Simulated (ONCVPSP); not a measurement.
## cerium (Ce), ONCV: configuration errors across variants

* Element: cerium (Ce)
* Generator: ONCVPSP 4.0.1
* Type: optimised norm-conserving Vanderbilt (ONCV)
* Functional: BLYP
* Relativity: scalar-relativistic
* Frozen core: [Kr] 4d10
* Valence charge: 12
* Reference configuration: 5s2 5p6 5d2 6s2
* Partial waves: 5s+6s: rc 2.55 bohr, ncon 4, nbas 7, qcut 4.5 1/bohr, 2 projectors; 5p: rc 2.75 bohr, ncon 4, nbas 8, qcut 5.8 1/bohr, 2 projectors, debl 1.4 Ha; 5d: rc 2.20 bohr, ncon 4, nbas 8, qcut 4.6 1/bohr, 2 projectors, debl 1.1 Ha; f scattering state at 0.38 Ha: rc 2.80 bohr, ncon 4, nbas 7, qcut 3.5 1/bohr, 1 projector
* Local potential: polynomial inside 1.60 bohr (lpopt 5, dvloc0 4 Ha)
* Core correction: Teter function, fcfact 4.5, rcfact 1.45

In the f channel the program set the typed energies aside and used -0.412 Ha.

All-electron excitation energies from the reference (eV): (1) 4f1 5s2 5p6 5d1 6s2 -4.786; (2) 4f1 5s2 5p6 5d1 6s1 1.193; (3) 4f1 5s2 5p6 5d1 6s0 12.352; (4) 4f1 5s2 5p6 5d1 6s0 6p2 0.331.

Errors AE − PS in meV (a dash: test not solved or not reliable):

```csv
change,(1),(2),(3),(4),bound ghosts,GHOST(+) flags above zero
base,+2196,+2180,+2128,+2196,none,s
"core correction Teter function, fcfact 4.5, rcfact 0.94",+2226,+2215,+2171,+2234,none,s
"core correction Teter function, fcfact 4.5, rcfact 1.12",+2223,+2210,+2166,+2229,none,s
"core correction Teter function, fcfact 4.5, rcfact 1.26",+2215,+2201,+2155,+2220,none,s
"core correction Teter function, fcfact 4.5, rcfact 1.4",+2201,+2188,+2136,+2201,none,s
"core correction Teter function, fcfact 4.5, rcfact 1.64",+2174,+2152,+2093,+2163,none,s
"core correction Teter function, fcfact 4.5, rcfact 1.74",+2163,+2139,+2065,+2142,none,s
"core correction Teter function, fcfact 4.5, rcfact 1.88",+2150,+2117,+2016,+2114,none,s
"core correction Teter function, fcfact 4.5, rcfact 2",+2139,+2095,+1956,+2087,none,s
```

(1) Give the same row for: core correction Teter function, fcfact 4.5, rcfact 1.5.

Results:

(1) +2191, +2174, +2120, +2188; bound ghosts: none; GHOST(+) flags above zero: s.
